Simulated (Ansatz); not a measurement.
`[CH3][Sb]([CH3])[SiH3]` and `C[As](C)[SiH3]` differ in one element.

Ansatz, PBE0-D4/def2-TZVP geometries, multiplicity 1. 

Elements past krypton have def2 core potentials. Scalar relativity is left out up to krypton.

```tsv
property	`[CH3][Sb]([CH3])[SiH3]`
LUMO energy (B3LYP/def2-TZVPP) / eV	-0.46
size of the dipole moment (ωB97M-V/def2-TZVPP) / D	0.86
ideal-gas entropy at 298 K and 1 bar (rigid rotor, harmonic PBE0-D4/def2-TZVP) / J/(mol·K)	389
HOMO energy (B3LYP/def2-TZVPP) / eV	-6.39
HOMO–LUMO gap (PBE/def2-TZVPP) / eV	4.64
HOMO–LUMO gap (ωB97M-V/def2-TZVPP) / eV	9.84
```

Task: What does the change do to each property? (Best estimate.)

Result: The calculation gave: 
```json
{"property": "LUMO energy (B3LYP/def2-TZVPP) / eV", "`C[As](C)[SiH3]`": "0.04", "shift": "0.50"}
{"property": "size of the dipole moment (ωB97M-V/def2-TZVPP) / D", "`C[As](C)[SiH3]`": "1.03", "shift": "0.17"}
{"property": "ideal-gas entropy at 298 K and 1 bar (rigid rotor, harmonic PBE0-D4/def2-TZVP) / J/(mol·K)", "`C[As](C)[SiH3]`": "368", "shift": "-21"}
{"property": "HOMO energy (B3LYP/def2-TZVPP) / eV", "`C[As](C)[SiH3]`": "-6.46", "shift": "-0.07"}
{"property": "HOMO–LUMO gap (PBE/def2-TZVPP) / eV", "`C[As](C)[SiH3]`": "5.09", "shift": "0.45"}
{"property": "HOMO–LUMO gap (ωB97M-V/def2-TZVPP) / eV", "`C[As](C)[SiH3]`": "10.61", "shift": "0.77"}
```

With PBE0 the HOMO falls by 0.09 eV and the LUMO rises by 0.51 eV, so the gap widens by about 0.60 eV. PBE moves the HOMO by 0.00 eV and ωB97M-V by -0.16 eV. Dipoles are sizes alone; their direction can turn.

B3LYP here is the variant with VWN-RPA as its local correlation; programs differ in this.

Spin–orbit coupling is left out; it splits and shifts lone-pair levels of the heavy atoms by tenths of an eV.
